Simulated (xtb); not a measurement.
I₃Zr (SMILES [I][Zr]([I])[I]), doublet, geometry from GFN2-xTB (such geometries of metal compounds can be far from the true shape) (the multiplicity is a formal guess); GFN2-xTB (xtb).

The xtb input:
```
$ xtb mol.xyz --gfn 2 --uhf 1 --json

# file mol.xyz
4

Zr    -0.36838690     0.35251267     0.73412604
I     -1.91094093    -1.65624311    -0.43739609
I      0.06579663     2.21046464    -1.30217845
I      2.12317215    -0.82026883     1.18551715
```

Task: Predict the main parts of the log of this xtb run.

Result: 
```
   ID    Z sym.   atoms
    1   40 Zr     1
    2   53 I      2-4

           -------------------------------------------------
          |                Calculation Setup                |
           -------------------------------------------------

           -------------------------------------------------
          |                 G F N 2 - x T B                 |
           -------------------------------------------------

          ...................................................
          :                      SETUP                      :
          :.................................................:
          :  # basis functions                  40          :
          :  # atomic orbitals                  36          :
          :  # shells                           12          :
          :  # electrons                        25          :
          :  max. iterations                   250          :
          :  Hamiltonian                  GFN2-xTB          :
          :  restarted?                      false          :
          :  GBSA solvation                  false          :
          :  PC potential                    false          :
          :  electronic temp.          300.0000000     K    :
          :  accuracy                    1.0000000          :
          :  -> integral cutoff          0.2500000E+02      :
          :  -> integral neglect         0.1000000E-07      :
          :  -> SCF convergence          0.1000000E-05 Eh   :
          :  -> wf. convergence          0.1000000E-03 e    :
          :  Broyden damping             0.4000000          :
          :  net charge                          0          :
          :  unpaired electrons                  1          :
          ...................................................

 iter      E             dE          RMSdq      gap      omega  full diag
   1    -10.5858229 -0.105858E+02  0.277E+01    0.22       0.0  T
   2    -12.2945539 -0.170873E+01  0.179E+01    0.00       1.0  T
   3    -13.0197155 -0.725162E+00  0.129E+01    0.03       1.0  T
   4    -13.0013163  0.183993E-01  0.133E+01    0.03       1.0  T
   5    -13.2020533 -0.200737E+00  0.420E+00    0.03       1.0  T
   6    -13.1869504  0.151029E-01  0.436E+00    0.02       1.0  T
   7    -13.2066439 -0.196935E-01  0.308E+00    0.02       1.0  T
   8    -13.2232592 -0.166153E-01  0.355E-01    0.01       1.0  T
   9    -13.2233679 -0.108728E-03  0.723E-02    0.01       1.0  T
  10    -13.2233742 -0.631929E-05  0.187E-02    0.01       2.7  T
  11    -13.2233740  0.165674E-06  0.197E-02    0.01       2.5  T
  12    -13.2233736  0.432882E-06  0.190E-02    0.01       2.6  T
  13    -13.2233742 -0.602661E-06  0.740E-03    0.01       6.8  T
  14    -13.2233743 -0.792885E-07  0.205E-03    0.01      24.4  T
  15    -13.2233743 -0.382606E-08  0.379E-04    0.01     132.0  T
  16    -13.2233743 -0.264626E-09  0.932E-05    0.01     536.7  T

   *** convergence criteria satisfied after 16 iterations ***

         :::::::::::::::::::::::::::::::::::::::::::::::::::::
         ::                     SUMMARY                     ::
         :::::::::::::::::::::::::::::::::::::::::::::::::::::
         :: total energy             -13.186858383356 Eh    ::
         :: gradient norm              0.000051496931 Eh/a0 ::
         :: HOMO-LUMO gap              0.013644130313 eV    ::
         ::.................................................::
         :: SCC energy               -13.223371748933 Eh    ::
         :: -> isotropic ES            0.016415177762 Eh    ::
         :: -> anisotropic ES          0.006993286860 Eh    ::
         :: -> anisotropic XC         -0.032052650944 Eh    ::
         :: -> dispersion             -0.006183269419 Eh    ::
         :: repulsion energy           0.036513365576 Eh    ::
         :: add. restraining           0.000000000000 Eh    ::
         :: total charge               0.000000000000 e     ::
[...]
      -------------------------------------------------------------
         1        2.0000           -0.7997600             -21.7626
         2        2.0000           -0.7997600             -21.7626
         3        2.0000           -0.7924921             -21.5648
         4        2.0000           -0.5612736             -15.2730
         5        2.0000           -0.4748677             -12.9218
         6        2.0000           -0.4705726             -12.8049
         7        2.0000           -0.4705726             -12.8049
         8        2.0000           -0.4452986             -12.1172
         9        2.0000           -0.4452986             -12.1172
        10        2.0000           -0.4429255             -12.0526
        11        2.0000           -0.4429255             -12.0526
        12        2.0000           -0.4417444             -12.0205
        13        0.4131           -0.3421639              -9.3108 (HOMO)
        14        0.2934           -0.3416625              -9.2971 (LUMO)
        15        0.2934           -0.3416625              -9.2971
        16        0.0001           -0.3331318              -9.0650
        17        0.0001           -0.3331318              -9.0650
        18                         -0.2170701              -5.9068
        19                          0.0006264               0.0170
        20                          0.0006264               0.0170
        21                          0.0052851               0.1438
        22                          0.0072709               0.1979
        23                          0.0093988               0.2558
        24                          0.0100888               0.2745
       ...                                ...                  ...
        36                          1.3835506              37.6483
      -------------------------------------------------------------
                  HL-Gap            0.0005014 Eh            0.0136 eV
             Fermi-level           -0.3672258 Eh           -9.9927 eV

     #   Z          covCN         q      C6AA      α(0)
     1  40 Zr       2.375     0.641   444.391    48.365
     2  53 I        0.798    -0.214   387.532    33.984
     3  53 I        0.798    -0.214   387.532    33.984
     4  53 I        0.798    -0.214   387.532    33.984

 Mol. C6AA /au·bohr⁶  :       6347.025738
 Mol. C8AA /au·bohr⁸  :     692048.927064
 Mol. α(0) /au        :        150.318550

Wiberg/Mayer (AO) data.
largest (>0.10) Wiberg bond orders for each atom

 ---------------------------------------------------------------------------
     #   Z sym  total        # sym  WBO       # sym  WBO       # sym  WBO
 ---------------------------------------------------------------------------
     1  40 Zr   3.282 --     2 I    1.094     3 I    1.094     4 I    1.094
     2  53 I    1.239 --     1 Zr   1.094
     3  53 I    1.239 --     1 Zr   1.094
     4  53 I    1.239 --     1 Zr   1.094
 ---------------------------------------------------------------------------

Topologies differ in total number of bonds
Writing topology from bond orders to xtbtopo.mol

molecular dipole:
                 x           y           z       tot (Debye)
 q only:       -0.558       0.534       1.113
   full:       -1.559       1.492       3.107       9.616
molecular quadrupole (traceless):
                xx          xy          yy          xz          yz          zz
 q only:       -2.254      -2.241      -2.452      -4.668       4.467       4.706
  q+dip:       -6.559      -6.522      -7.133     -13.582      12.997      13.692
   full:       -7.068      -7.028      -7.687     -14.636      14.005      14.755

           -------------------------------------------------
          | TOTAL ENERGY              -13.186858383356 Eh   |
          | GRADIENT NORM               0.000051496931 Eh/α |
          | HOMO-LUMO GAP               0.013644130313 eV   |
           -------------------------------------------------

normal termination of xtb
```
